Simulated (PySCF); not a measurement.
Zero-point energy (kcal/mol) of eight silicon and germanium compounds: PBE-D3(BJ) beside TPSSh-D3(BJ), computed with PySCF for isolated molecules in the bases named; differences from unrounded values. The eight are the first of their class met in an unordered collection, after screening for sound electronic states; none was chosen by its value. Each level has its own optimised geometry.

| molecule | basis | TPSSh-D3(BJ) | PBE-D3(BJ) | difference |
|---|---|---|---|---|
| C₄H₇FSi, SMILES C1[C@@H](F)[Si@H](C=1)C | def2-SVP | 60.79 | 58.99 | -1.81 |
| CH10FNSi3, SMILES C[Si@H](F)N([SiH3])[SiH3] | def2-SVP | 66.93 | 64.50 | -2.43 |
| CH7NOSi2, SMILES [SiH2]1NC[SiH2]O1 | def2-SVP | 52.48 | 50.67 | -1.81 |
| silole (C4H6Si), SMILES C1=C[SiH2]C=C1 | def2-SVP | 51.44 | 49.89 | -1.56 |
| C2H4F2Si, SMILES C=C(F)[SiH2]F | def2-SVP | 34.30 | 33.16 | -1.14 |
| C₂H₆F₂OSi, SMILES F[Si@@H](CO)CF | def2-SVP | 52.37 | 50.84 | -1.52 |
| F₂H₅NSi₂, SMILES [SiH](F)(F)N[SiH3] | def2-SVP | 35.81 | 34.54 | -1.27 |
| C2H3Cl3Si, SMILES Cl[Si](Cl)(Cl)C=C | def2-SVP | 30.26 | 29.43 | -0.83 |

PBE-D3(BJ) lies below TPSSh-D3(BJ) in 8 and above it in 0 of the eight; the mean signed difference is -1.55 and the largest -2.43 kcal/mol.
